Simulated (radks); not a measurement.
Species: the rhenium ion Re2+. Configuration: [Xe] 4f14 5d4 6p1 (not the ground configuration). Method: scalar-relativistic Kohn-Sham, PBE, spin-polarised, spherical densities, finite nucleus; open shells are filled with parallel spins first (spin-orbit coupling, left out, can overturn this in heavy ions); Fermi nuclear charge, rms radius 5.3698 fm; computed with a radial shooting solver on a logarithmic mesh with Libxc functionals.

Unscreened Slater integrals over Kohn-Sham orbitals (cm^-1). They are taken over the spin-up orbitals.

integral,value
"F0(6p,6p)",61412
"F2(6p,6p)",33601
"F0(6p,5d)",73937
"F2(6p,5d)",26546
"G1(6p,5d)",13268
"G3(6p,5d)",10743
"F0(6p,4f)",81427
"F2(6p,4f)",9373.5
"G2(6p,4f)",2392.0
"G4(6p,4f)",2187.3
"F0(6p,5p)",77335
"F2(6p,5p)",19149
"G0(6p,5p)",3654.9
"G2(6p,5p)",4971.1
"F0(5d,5d)",116200
"F2(5d,5d)",60531
"F4(5d,5d)",39998
"F0(5d,4f)",150040
"F2(5d,4f)",34620
"F4(5d,4f)",16191
"G1(5d,4f)",12809
"G3(5d,4f)",11350
"G5(5d,4f)",8892.5
"F0(5d,5p)",133670
"F2(5d,5p)",65268
"G1(5d,5p)",77409
"G3(5d,5p)",47817
"F0(4f,4f)",347510
"F2(4f,4f)",168790
"F4(4f,4f)",106650
"F6(4f,4f)",76951
"F0(4f,5p)",201170
"F2(4f,5p)",63793
"G2(4f,5p)",27347
"G4(4f,5p)",22249
"F0(5p,5p)",164240
"F2(5p,5p)",88670

Derived for the open shells (J is the average intra-shell exchange parameter used in DFT+U). 5d: Racah B = F2/49 - 5 F4/441 = 781.8 cm^-1, C = 35 F4/441 = 3174 cm^-1, C/B = 4.06, F4/F2 = 0.661, J = (F2 + F4)/14 = 7181 cm^-1. 6p: J = F2/5 = 6720 cm^-1.
